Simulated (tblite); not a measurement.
C₅H₆NO₂ (doublet state).
Cartesian coordinates in Å at the GFN2-xTB level; atoms count from 1:
```xyz
14
C5H6NO2 angstrom
C      3.3533    0.2207    0.9481
C      2.1510    0.2852    1.4513
O      0.9252    0.3899    0.9781
C      0.4368   -0.5270    0.0993
C     -0.8693   -0.5635   -0.2052
N     -1.7947    0.3219    0.3190
C     -3.1108    0.3051   -0.0158
O     -3.6172   -0.4620   -0.7940
H      4.2121    0.0920    1.5820
H      3.5652    0.3666   -0.1118
H      1.1405   -1.2364   -0.3119
H     -1.2712   -1.2817   -0.9000
H     -1.4444    0.9991    0.9820
H     -3.6772    1.0896    0.5167
```

All values are computed: GFN2-xTB (tblite) harmonic vibrations without scaling, gas phase. The method is semi-empirical: single wavenumbers can be off by several per cent or more. One conformer, not necessarily the lowest. Open shells enter through the occupations alone, without spin polarisation, and single modes of such species can be off by tens of per cent.

Harmonic wavenumbers (cm⁻¹): 51.5, 77.6, 95.3, 144.1, 215.0, 261.7, 295.9, 424.8, 465.5, 592.3, 599.8, 642.7, 781.7, 784.3, 831.3, 840.6, 911.8, 941.9, 999.4, 1083.8, 1114.6, 1163.3, 1225.6, 1274.8, 1376.9, 1380.3, 1387.5, 1626.4, 1739.7, 1751.1, 2792.8, 2891.2, 3076.1, 3122.4, 3125.5, 3427.4.

A = 12551, B = 764.3, C = 726.7 MHz; mass 112.040 u (most abundant isotopes); point group C1, symmetry number 1; spin multiplicity 2.

Task: What is the zero-point energy?

Result: ½Σν̃ = 21758 cm⁻¹ = 62.21 kcal/mol.

Task: Give the ideal-gas entropy at 273.15 K and 1 bar in the rigid-rotor, harmonic-oscillator model (classical rotation).

Result: Translation 39.65, rotation 27.96, vibration 22.44, spin (R ln 2) 1.38: S = 91.4 cal/(mol K).

Task: And Cp and H(273.15 K) − H(0)?

Result: Cp = 30.29 cal/(mol K), of which vibrations give 22.34 (their classical limit is 36 R = 71.5); H(273.15 K) − H(0) = 5.36 kcal/mol without the zero-point energy, 3.19 from vibrations.

Task: How do the functions run with temperature in this model?

Result: 
```
 T (K)  S (cal/(mol K))  Cp (cal/(mol K))  H − H(0) (kcal/mol)  G − H(0) (kcal/mol)  ln q(vib)
    50             58.3              12.8                 0.49                -2.42       0.46
   100             68.7              17.3                 1.25                -5.62       1.56
298.15             94.2              32.2                 6.14               -21.94       5.96
373.15            102.0              37.6                 8.76               -29.30       7.54
   500            114.1              45.3                14.04               -43.02      10.16
   750            134.6              55.7                26.78               -74.20      15.03
  1000            151.6              62.2                41.58              -110.04      19.47
```

q(vib) and H(0) count from the zero-point level.

Task: Which modes carry the vibrational entropy at 273.15 K?

Result: 51.5 cm⁻¹: 4.59; 77.6 cm⁻¹: 3.78; 95.3 cm⁻¹: 3.38; 144.1 cm⁻¹: 2.58; 215.0 cm⁻¹: 1.84; 261.7 cm⁻¹: 1.50 cal/(mol K); the other 30 give 4.78 together.

Task: Blend soft modes into free rotors: weight 1/[1 + (100 cm⁻¹/ν̃)⁴] for the oscillator and the rest for a rotor with moment μB/(μ + B), μ = h/(8π²ν), B = 10⁻⁴⁴ kg m². What vibrational entropy results?

Result: 20.48 cal/(mol K) in place of 22.44, which changes −T·S at 273.15 K by +0.53 kcal/mol.

Hindered rotation and anharmonicity are outside this model. Other conformers, if any are populated, would add a mixing term that is left out. The structure is chiral; the term R ln 2 for an equal mix with its mirror image is left out.
